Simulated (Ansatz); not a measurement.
One change: `CB[CH](F)[AlH2]` becomes `F[CH](F)[AlH2]`.

Ansatz, PBE0-D4/def2-TZVP geometries, multiplicity 1. Each molecule was computed in one conformer, which needn't be the lowest.

| property | `CB[CH](F)[AlH2]` |
| --- | --- |
| LUMO energy (PBE0/def2-TZVPP) / eV | -1.31 |
| HOMO–LUMO gap (B3LYP/def2-TZVPP) / eV | 5.64 |
| HOMO–LUMO gap (PBE/def2-TZVPP) / eV | 4.03 |
| LUMO energy (PBE/def2-TZVPP) / eV | -2.13 |
| HOMO energy (ωB97M-V/def2-TZVPP) / eV | -9.50 |
| size of the dipole moment (B3LYP/def2-TZVPP) / D | 2.30 |

Problem. What does the change do to each property? (Estimate.)

Solution. The calculation gave: 
```tsv
property	`F[CH](F)[AlH2]`	shift
LUMO energy (PBE0/def2-TZVPP) / eV	-0.81	0.50
HOMO–LUMO gap (B3LYP/def2-TZVPP) / eV	6.97	1.33
HOMO–LUMO gap (PBE/def2-TZVPP) / eV	5.08	1.05
LUMO energy (PBE/def2-TZVPP) / eV	-1.64	0.49
HOMO energy (ωB97M-V/def2-TZVPP) / eV	-10.55	-1.05
size of the dipole moment (B3LYP/def2-TZVPP) / D	1.34	-0.96
```

With PBE0 the HOMO falls by 0.87 eV and the LUMO rises by 0.50 eV, so the gap widens by about 1.37 eV. PBE moves the HOMO by -0.57 eV and ωB97M-V by -1.05 eV. Dipoles are sizes alone; their direction can turn.

B3LYP here is the variant with VWN-RPA as its local correlation; programs differ in this.
